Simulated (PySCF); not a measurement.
C$_{2}$H$_{6}$N (SMILES CC[NH-]), charge -1, singlet, geometry from GFN2-xTB (in this run its highest filled SCF level lies above zero, so its values depend strongly on the basis, on diffuse functions most of all); HF/STO-3G in PySCF.

PySCF was given this input:
```python
from pyscf import gto, scf

mol = gto.Mole()
mol.atom = '''
    C     1.191191   -0.382927    0.007172
    C    -0.131227    0.521680    0.020645
    N    -1.347911   -0.107551    0.083890
    H     2.099467    0.229158    0.017145
    H     1.194065   -1.037068    0.879195
    H     1.200633   -1.006310   -0.888497
    H     0.068229    1.238652   -0.896924
    H    -0.027302    1.178907    0.908696
    H    -1.459500   -0.683001   -0.773743
'''
mol.basis = 'sto-3g'
mol.charge = -1
mol.spin = 0
mol.verbose = 4
mol.build()

mf = scf.RHF(mol)
mf.kernel()
mo_i, mo_e, stable_i, stable_e = mf.stability(internal=True, external=True, return_status=True, nroots=6, tol=1e-6)
print('internally stable:', stable_i, ' externally stable:', stable_e)
if not stable_e:
    umf = mf.to_uhf() if not hasattr(mf, 'xc') else mf.to_uks()
    umf.scf_summary = {}
    umf.kernel(umf.make_rdm1(mo_e, umf.mo_occ))
mf.analyze()
```

Output, abridged:

```
PySCF version 2.14.0

[INPUT] verbose = 4
[INPUT] num. atoms = 9
[INPUT] num. electrons = 26
[INPUT] charge = -1
[INPUT] spin (= nelec alpha-beta = 2S) = 0
[INPUT] symmetry False subgroup None
[INPUT] Mole.unit = angstrom
[INPUT] Symbol           X                Y                Z      unit          X                Y                Z       unit  Magmom
[...]
nuclear repulsion = 75.0694186820111
number of shells = 15
number of NR pGTOs = 63
number of NR cGTOs = 21
basis = sto-3g
ecp = {}

******** <class 'pyscf.scf.hf.RHF'> ********
method = RHF
initial guess = minao
damping factor = 0
level_shift factor = 0
DIIS = <class 'pyscf.scf.diis.CDIIS'>
diis_start_cycle = 1
diis_space = 8
diis_damp = 0
SCF conv_tol = 1e-09
SCF conv_tol_grad = None
SCF max_cycles = 50
direct_scf = True
direct_scf_tol = 1e-13
Set gradient conv threshold to 3.16228e-05
Initial guess from minao.
init E= -132.050695780014
cycle= 1 E= -131.65748800881  delta_E= 0.393  |g|= 0.542  |ddm|= 3.51
cycle= 2 E= -131.758880902098  delta_E= -0.101  |g|= 0.113  |ddm|= 0.958
cycle= 3 E= -131.763815436694  delta_E= -0.00493  |g|= 0.0286  |ddm|= 0.222
cycle= 4 E= -131.764199035065  delta_E= -0.000384  |g|= 0.0078  |ddm|= 0.0528
cycle= 5 E= -131.764241442583  delta_E= -4.24e-05  |g|= 0.00164  |ddm|= 0.0224
cycle= 6 E= -131.764243545677  delta_E= -2.1e-06  |g|= 0.000229  |ddm|= 0.00584
cycle= 7 E= -131.764243583426  delta_E= -3.77e-08  |g|= 5.67e-05  |ddm|= 0.000732
cycle= 8 E= -131.764243585911  delta_E= -2.49e-09  |g|= 1.25e-05  |ddm|= 0.000199
cycle= 9 E= -131.764243586025  delta_E= -1.14e-10  |g|= 1.65e-06  |ddm|= 4.85e-05
Extra cycle  E= -131.764243586027  delta_E= -1.59e-12  |g|= 6.18e-07  |ddm|= 3.55e-06
converged SCF energy = -131.764243586027
rhf_internal: lowest eigs of H = [1.71862141 1.82095548 1.94658204 2.11755806 2.17370613 2.18691455]
<class 'pyscf.scf.hf.RHF'> wavefunction is stable in the internal stability analysis
rhf_real2complex: lowest eigs of H = [0.39458378 0.43616651 0.45816145 0.49521239 0.50419632 0.52272189]
<class 'pyscf.scf.hf.RHF'> wavefunction is stable in the real -> complex stability analysis
rhf_external: lowest eigs of H = [0.28756116 0.30506957 0.34099828 0.34730995 0.39143751 0.41331104]
<class 'pyscf.scf.hf.RHF'> wavefunction is stable in the RHF/RKS -> UHF/UKS stability analysis
internally stable: True  externally stable: True
**** SCF Summaries ****
Total Energy =                        -131.764243586026652
Nuclear Repulsion Energy =              75.069418682011104
One-electron Energy =                 -335.259905867644989
Two-electron Energy =                  128.426243599607233
Two-electron Coulomb Energy =          148.086035849864317
DFT Exchange-Correlation Energy =      -19.659792250257084
**** MO energy ****
[...]
 ** Mulliken pop on meta-lowdin orthogonal AOs  **
 ** Mulliken pop  **
[...]
 ** Mulliken atomic charges  **
charge of    0C =     -0.14264
charge of    1C =      0.06349
charge of    2N =     -0.65789
charge of    3H =     -0.02158
charge of    4H =     -0.00525
charge of    5H =     -0.00863
charge of    6H =     -0.10920
charge of    7H =     -0.04741
charge of    8H =     -0.07090

WARN: System has nonzero charge -1; the dipole moment is origin-dependent.
Location of origin: [0. 0. 0.]

Dipole moment(X, Y, Z, Debye):  4.57366, -0.10636, -0.57418
```
